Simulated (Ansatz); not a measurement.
Cartesian coordinates in Å:
```
C -0.4800 -2.4846 1.6887
N -0.8640 -1.1319 1.3517
Zr 0.1165 0.3053 0.2585
N 2.1533 0.0655 0.3020
C 2.8148 -1.1287 -0.1771
N -0.4078 2.1553 0.9554
C -0.9086 3.3563 0.3236
N -0.4628 0.1761 -1.7033
C -1.6530 -0.3665 -2.3203
H -0.3610 -2.6372 2.7696
H 0.4841 -2.7276 1.2313
H -1.1997 -3.2305 1.3262
H -1.7487 -0.8916 1.7834
H 2.8168 0.7419 0.6533
H 3.3456 -1.6731 0.6153
H 3.5348 -0.9225 -0.9801
H 2.0790 -1.8255 -0.5972
H -0.3539 2.2767 1.9622
H -0.9856 3.1963 -0.7542
H -0.2488 4.2200 0.4791
H -1.9080 3.6369 0.6814
H 0.2128 0.4521 -2.4070
H -1.4425 -1.2335 -2.9607
H -2.3498 -0.7036 -1.5485
H -2.1836 0.3743 -2.9332
```

The species carries charge 0 and has multiplicity 1. Zr takes the def2 core potential.

Task: List the PBE0/def2-TZVPP orbital energies in eV (the Gaussian-basis code of Ansatz). (Best estimate.)

Result: The calculation gave: Occupied: -390.23, -390.18, -390.16, -390.13, -278.50, -278.40, -278.32, -278.30, -57.33, -33.76, -33.71, -33.70, -23.58, -23.39, -23.38, -23.33, -17.96, -17.84, -17.81, -17.76, -12.96, -12.82, -12.71, -12.67, -11.65, -11.54, -11.50, -11.45, -11.37, -11.14, -11.03, -10.96, -8.96, -8.89, -8.80, -8.77, -6.67, -6.46, -6.07, -6.04. Lowest empty: 0.04, 0.25, 0.44, 0.63, 0.71, 0.83, 1.52, 1.72.
